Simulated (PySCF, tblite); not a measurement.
Isomers of C4H6OSSi, one GFN2-xTB conformer each. Single-point energies are computed at PBE0/pcSseg-1 (PySCF, gas phase, no added dispersion term), electronic only.

```tsv
SMILES	GFN2-xTB relative energy (kJ/mol)
C#CCC(=O)[SiH2]S	296.9
[SiH3]Oc1ccsc1	0.0
C=C[SiH2]OC=C=S	257.2
O[SiH2]c1ccsc1	37.4
O=C1CSC=C1[SiH3]	159.2
S[SiH2]c1ccoc1	84.1
C[Si@H]1C=CC(=S)O1	93.9
```

Conformers: `[CH:1]#[C:2][CH2:3][C:4](=[O:5])[SiH2:6][SH:7]` with C2–C3–C4–O5 -146°, C3–C4–Si6–S7 168°, C4–Si6–S7–H 6°; `[SiH3:1][O:2][c:3]1[cH:4][cH:5][s:6][cH:7]1` with Si1–O2–C3–C4 180°; `[CH2:1]=[CH:2][SiH2:3][O:4][CH:5]=[C:6]=[S:7]` with C1–C2–Si3–O4 -177°, C2–Si3–O4–C5 180°, Si3–O4–C5–C6 1°; `[OH:1][SiH2:2][c:3]1[cH:4][cH:5][s:6][cH:7]1` with H–O1–Si2–C3 180°, O1–Si2–C3–C4 -177°; `[SH:1][SiH2:2][c:3]1[cH:4][cH:5][o:6][cH:7]1` with H–S1–Si2–C3 49°, S1–Si2–C3–C4 57°.

Problem. What does PBE0/pcSseg-1 give for the same structures?

Solution. 
```json
{"SMILES": "O[SiH2]c1ccsc1", "PBE0/pcSseg-1 E (Eh)": "-918.38944", "PBE0/pcSseg-1 (kJ/mol)": "0.0", "GFN2-xTB (kJ/mol)": "37.4", "point group": "near Cs"}
{"SMILES": "C[Si@H]1C=CC(=S)O1", "PBE0/pcSseg-1 E (Eh)": "-918.38572", "PBE0/pcSseg-1 (kJ/mol)": "9.8", "GFN2-xTB (kJ/mol)": "93.9", "point group": "C1"}
{"SMILES": "S[SiH2]c1ccoc1", "PBE0/pcSseg-1 E (Eh)": "-918.36747", "PBE0/pcSseg-1 (kJ/mol)": "57.7", "GFN2-xTB (kJ/mol)": "84.1", "point group": "C1"}
{"SMILES": "[SiH3]Oc1ccsc1", "PBE0/pcSseg-1 E (Eh)": "-918.36105", "PBE0/pcSseg-1 (kJ/mol)": "74.5", "GFN2-xTB (kJ/mol)": "0.0", "point group": "Cs"}
{"SMILES": "O=C1CSC=C1[SiH3]", "PBE0/pcSseg-1 E (Eh)": "-918.34724", "PBE0/pcSseg-1 (kJ/mol)": "110.8", "GFN2-xTB (kJ/mol)": "159.2", "point group": "Cs"}
{"SMILES": "C#CCC(=O)[SiH2]S", "PBE0/pcSseg-1 E (Eh)": "-918.29721", "PBE0/pcSseg-1 (kJ/mol)": "242.1", "GFN2-xTB (kJ/mol)": "296.9", "point group": "C1"}
{"SMILES": "C=C[SiH2]OC=C=S", "PBE0/pcSseg-1 E (Eh)": "-918.29148", "PBE0/pcSseg-1 (kJ/mol)": "257.2", "GFN2-xTB (kJ/mol)": "257.2", "point group": "near Cs"}
```

GFN2-xTB puts [SiH3]Oc1ccsc1 lowest instead; measured from each level's own lowest isomer, the values differ by up to 84.1 kJ/mol (C[Si@H]1C=CC(=S)O1: 93.9 against 9.8). As drawn, the lowest has an aromatic ring and an O–H bond, which the highest lacks; the highest has cumulated double bonds, a C=S bond and a C=C bond outside aromatic rings, which the lowest lacks. Neighbours under 10 kJ/mol apart (O[SiH2]c1ccsc1 and C[Si@H]1C=CC(=S)O1) can change places with a better method, another conformer or zero-point energy.

Problem. Which frontier levels, dipoles and rotational constants go with these structures?

Solution. 
| SMILES | HOMO (eV, PBE0/pcSseg-1) | LUMO (eV) | dipole (D) | A, B, C (MHz) |
| --- | --- | --- | --- | --- |
| O[SiH2]c1ccsc1 | -6.94 | -0.44 | 1.41 | 4796, 1069, 883.1 |
| C[Si@H]1C=CC(=S)O1 | -6.41 | -2.40 | 5.04 | 4209, 1164, 997.2 |
| S[SiH2]c1ccoc1 | -7.03 | -0.25 | 1.74 | 4612, 937.6, 856.5 |
| [SiH3]Oc1ccsc1 | -6.54 | -0.34 | 0.58 | 5509, 1006, 858.8 |
| O=C1CSC=C1[SiH3] | -6.94 | -1.84 | 2.48 | 3246, 1351, 970.4 |
| C#CCC(=O)[SiH2]S | -7.30 | -1.72 | 3.22 | 3535, 1012, 814.9 |
| C=C[SiH2]OC=C=S | -6.08 | -2.69 | 1.26 | 6784, 666.3, 611.0 |

Problem. What happens when harmonic zero-point energies from GFN2-xTB frequencies are added?

Solution. 
```tsv
SMILES	ZPE (kJ/mol)	electronic (kJ/mol)	with ZPE (kJ/mol)
O[SiH2]c1ccsc1	223.7	0.0	0.0
C[Si@H]1C=CC(=S)O1	231.2	9.8	17.2
S[SiH2]c1ccoc1	220.4	57.7	54.4
[SiH3]Oc1ccsc1	219.5	74.5	70.3
O=C1CSC=C1[SiH3]	216.6	110.8	103.7
C#CCC(=O)[SiH2]S	210.1	242.1	228.5
C=C[SiH2]OC=C=S	216.3	257.2	249.8
```

The zero-point energies span 21.1 kJ/mol. The order is unchanged.

Problem. As an exercise, what shares would exp(−E/RT) give at 2000 K from these electronic energies alone (no entropy, no degeneracies)?

Solution. RT = 16.629 kJ/mol: O[SiH2]c1ccsc1 62.5 %, C[Si@H]1C=CC(=S)O1 34.7 %, S[SiH2]c1ccoc1 1.9 %, [SiH3]Oc1ccsc1 0.7 %, O=C1CSC=C1[SiH3] 0.1 %, C#CCC(=O)[SiH2]S under 0.1 %, C=C[SiH2]OC=C=S under 0.1 %.
